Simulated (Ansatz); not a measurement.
`FC(F)=N[SiH3]`. The species carries charge 0 and has multiplicity 1.

| atom | x (Å) | y (Å) | z (Å) |
| --- | --- | --- | --- |
| F1 | -1.291 | 2.415 | 0.070 |
| C2 | -0.663 | 1.293 | 0.326 |
| F3 | -0.502 | 1.229 | 1.638 |
| N4 | -0.310 | 0.483 | -0.522 |
| Si5 | 0.518 | -1.034 | -0.385 |
| H6 | -0.364 | -2.068 | -0.973 |
| H7 | 1.767 | -0.923 | -1.175 |
| H8 | 0.844 | -1.394 | 1.020 |

(1) Give the diagnostics of a CCSD(T)/def2-TZVPP run (frozen core, Ansatz). (Best estimate.)

Results:

(1) Ansatz gave: T1 = 0.0130, largest single amplitude 0.027, largest double 0.034, (T) share of the correlation energy 3.6 %, 9 CCSD cycles. The RHF solution is stable towards an unrestricted one. T1 lies under the customary mark of 0.02 for closed shells.
